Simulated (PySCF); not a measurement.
C7H9O (doublet state).
Cartesian coordinates in Å at the GFN2-xTB level; atoms count from 1:
```xyz
17
C7H9O angstrom
C     -0.6115   -2.2222   -0.6560
C     -0.6910   -0.9394    0.0485
C      0.6182   -0.3304    0.2579
C      1.6951    0.1826    0.3810
C      2.9960    0.7869    0.5645
C     -1.4463    0.1700   -0.7507
C     -2.0207    1.2390    0.1406
O     -1.5344    0.1767   -1.9442
H      0.1074   -2.3614   -1.4388
H     -1.3959   -2.9437   -0.5373
H     -1.2048   -1.0501    1.0105
H      3.6900    0.4066   -0.1842
H      3.3827    0.5535    1.5562
H      2.9206    1.8689    0.4589
H     -2.9123    0.8473    0.6282
H     -1.3031    1.5206    0.9073
H     -2.2970    2.1073   -0.4522
```

The hyperfine couplings belong to this conformer and change with its torsions.

The species is `CC([C@H](C#CC)[CH2])=O` [radical].

The calculation used UKS B3LYP, pcH-1 on C H O, non-relativistic, mean-field spin-orbit, GIAO (PySCF 2.14.0). The structure is a single GFN2-xTB conformer in the gas phase; no vibrational or solvent corrections. GFN2-xTB frequencies show an imaginary mode (30i cm⁻¹), so this geometry is no minimum at that level. A GFN2-xTB geometry isn't a minimum of the functional, and hyperfine couplings can be far from their values at a DFT geometry. Stability of the SCF solution: not tested.

The largest Mulliken spin populations are on C1 (+1.08) and C2 (-0.08). No atom but C1 exceeds +0.15. The angles at C1 add up to 358.8°, so it is planar; its axial dipolar tensor and the negative couplings of its protons fit spin in a p orbital normal to that plane.

Task: McConnell's relation a(H) = Q·ρ ties the coupling of a proton on a planar π carbon to the spin population of that carbon. What Q do the computed values give?

Result: 
```tsv
H	C	ρ(C)	a(H) (G)	a/ρ (G)
H9	C1	+1.080	-22.11	-20.5
H10	C1	+1.080	-21.80	-20.2
```

These protons share one ρ (within 0.01), so their mean ratio, Q = -20.3 G, is no test of linearity.

Couplings in gauss use g_iso = 2.0026.

Time: 81 s wall (grids of density and orbitals included); peak memory 0.97 GiB. Hardware: one thread of an Arm Neoverse V1 (shared host).
